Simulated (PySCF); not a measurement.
chloroform (CHCl3), singlet, at a GFN2-xTB geometry. Base run: PBE0/STO-3G (PySCF).

Input for PySCF:
```python
from pyscf import gto, scf, dft

mol = gto.Mole()
mol.atom = '''
    C    -0.001023    0.007108    0.481001
    H    -0.003344    0.023236    1.572333
    Cl    0.009258    1.673966   -0.112156
    Cl    1.446620   -0.846731   -0.071848
    Cl   -1.455321   -0.831110   -0.078251
'''
mol.basis = 'sto-3g'
mol.charge = 0
mol.spin = 0
mol.verbose = 4
mol.build()

mf = dft.RKS(mol)
mf.xc = 'pbe0'
mf.kernel()
mo_i, mo_e, stable_i, stable_e = mf.stability(internal=True, external=True, return_status=True, nroots=6, tol=1e-6)
print('internally stable:', stable_i, ' externally stable:', stable_e)
if not stable_e:
    umf = mf.to_uhf() if not hasattr(mf, 'xc') else mf.to_uks()
    umf.scf_summary = {}
    umf.kernel(umf.make_rdm1(mo_e, umf.mo_occ))
```

The bond that is stretched is that between atoms 5 and 1. A test that says stable can miss a lower solution.

The base run was repeated with changes; each row names its change, and settings that it needs were set with it.

| change | ΔE vs base (eV) | <S^2> | E after following the instability (Eh) | <S^2> there | HOMO-LUMO gap (eV) | stability test says | outcome |
|---|---|---|---|---|---|---|---|
| base | 0.00 | 0.000 | - | - | 9.50 | stable | converged |
| bond × 1.25 | 0.97 | 0.000 | - | - | 5.59 | stable | converged |
| bond × 1.5 | 2.75 | 0.000 | -1403.24009 | 0.00 | 3.16 | external instability | converged |
| bond × 1.8 | 4.22 | 0.000 | -1403.21097 | 1.00 | 1.81 | external instability | converged |
| bond × 2.2 | - | - | - | - | - | - | not converged |
| bond × 3.0 | - | - | - | - | - | - | not converged |

Where a bond breaks into two radicals, a solution with restricted orbitals usually stops being the lowest and lies too high; an unrestricted one lies lower at the price of spin contamination, which <S^2> shows.
